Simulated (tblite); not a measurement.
Start geometry of `[H]/[C]=C/C(=C)CNC` [radical] from a force field or distance geometry (Å):
```
atom  x, y, z in Å
C1    -0.995    1.934    0.748
C2    -1.719    0.811    0.854
C3    -1.135   -0.425    0.313
C4    -1.751   -1.585    0.355
C5     0.183   -0.308   -0.330
N6     1.137    0.178    0.646
C7     2.410    0.269   -0.054
H8    -1.421    2.852    1.165
H9    -2.688    0.811    1.363
H10   -2.726   -1.712    0.834
H11   -1.223   -2.433   -0.088
H12    0.560   -1.262   -0.736
H13    0.139    0.471   -1.134
H14    1.167   -0.409    1.495
H15    2.529   -0.687   -0.578
H16    3.253    0.464    0.632
H17    2.274    1.043   -0.846
```

What comes out of this run: GFN2-xTB geometry optimisation, gas phase (tblite 0.8.0)?

```
atom  x, y, z in Å
C1    -0.6534    1.6608    1.0765
C2    -1.5552    0.7268    0.9119
C3    -1.2056   -0.5430    0.2866
C4    -2.0420   -1.5728    0.1929
C5     0.1961   -0.5863   -0.2731
N6     1.0780    0.2533    0.5061
C7     2.3431    0.5697   -0.1093
H8    -0.6987    2.6312    1.5273
H9    -2.6006    0.8145    1.2280
H10   -3.0489   -1.5185    0.5701
H11   -1.7539   -2.5028   -0.2681
H12    0.5472   -1.6292   -0.3394
H13    0.1710   -0.1757   -1.2896
H14    1.1968   -0.1161    1.4425
H15    2.9614   -0.3185   -0.3090
H16    2.8998    1.2411    0.5421
H17    2.1579    1.0775   -1.0560
```

The energy falls by 14.6 kcal/mol over 102 L-BFGS steps, the largest force on an atom goes from 2.55 to 0.008 eV/Å, and the atoms move by 0.482 Å rms after alignment. The bond that changes most is C3–C5 (ends: carbon bonded to 3 C; carbon bonded to C, N and 2 H), which lengthens by 0.039 Å. Bonds longer at the end by more than 0.005 Å: 2 of 16; shorter: 10. Among the angles that change most is C2–C1–H8, from 117.5° to 132.1°. Among the dihedrals that turn most is C2–C3–C5–H13, from -55° to -86°. Rotational constants go from 4031, 2056, 1468 to 4518, 2017, 1455 MHz. The orientation of the end geometry is arbitrary; only internal coordinates are fixed.

Time: 0.59 s wall. Hardware: an Arm Neoverse V1 with one thread, no GPU, shared host with 32 logical CPUs at a one-minute load of 8.7.

Its GFN2-xTB frequencies are all real (lowest 84 cm⁻¹). 2 starts were optimised and ended at 0.00 and 2.38 kcal/mol (GFN2-xTB); the lowest of these is shown.

One conformer stands for the species.

These are computed values.
